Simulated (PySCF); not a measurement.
Structure with atom numbers: `[CH3:1][O:2][CH2:3][O:4][CH:5]([F:6])[F:7]`. Hydrogens are named by the atom that carries them.

Geometry: PBE0-D3(BJ)/def2-SVP; GIAO shifts from PySCF, gas phase, non-relativistic, averaged over equivalent atoms.

At PBE0/pcSseg-1 (149 basis functions, 14 s wall time on 1 thread of an Arm Neoverse V1, shared host):
| atoms | δ (ppm) |
| --- | --- |
| C5 | 119.0 |
| C3 | 92.6 |
| C1 | 56.1 |
| O4 | 135.0 |
| O2 | 47.8 |
| F6/F7 | -106.7 |
| H(C5) | 6.05 |
| H(C3) | 4.70 |
| H(C1) | 3.43 |

Shifts are taken against calculated references (same method and geometry level): ¹³C (σ = 184.41 ppm) and ¹H (σ = 31.27 ppm) vs TMS; ¹⁷O (σ = 334.56 ppm) against H2O; CFCl3 for ¹⁹F (σ = 177.25 ppm).

**Question.** Predict the values at PBE0/aug-cc-pVDZ on the same geometry.

**Answer.** 
| atoms | δ at PBE0/aug-cc-pVDZ | change |
| --- | --- | --- |
| C5 | 114.0 | -5.0 |
| C3 | 88.3 | -4.3 |
| C1 | 52.5 | -3.6 |
| O4 | 128.2 | -6.8 |
| O2 | 45.0 | -2.8 |
| F6/F7 | -100.3 | +6.4 |
| H(C5) | 6.46 | +0.41 |
| H(C3) | 4.86 | +0.16 |
| H(C1) | 3.51 | +0.08 |

Chemical shifts δ = σref − σ; ¹³C (σ = 195.12 ppm), ¹H (σ = 31.39 ppm) vs TMS; H2O for ¹⁷O (σ = 335.91 ppm); ¹⁹F (σ = 194.15 ppm) against CFCl3, all at this level.

The largest change is at O4 (ether oxygen). Cost: 215 basis functions, 29 s wall time on 1 thread of an Arm Neoverse V2, shared host. The order of the carbon signals is the same at both levels.

Unscaled 19F shifts against computed CFCl3 carry errors that often reach 10 to 50 ppm. Experimental scales use liquid or dissolved standards, which lie at an offset from isolated H2O (liquid H2O: subtract about 36 ppm).
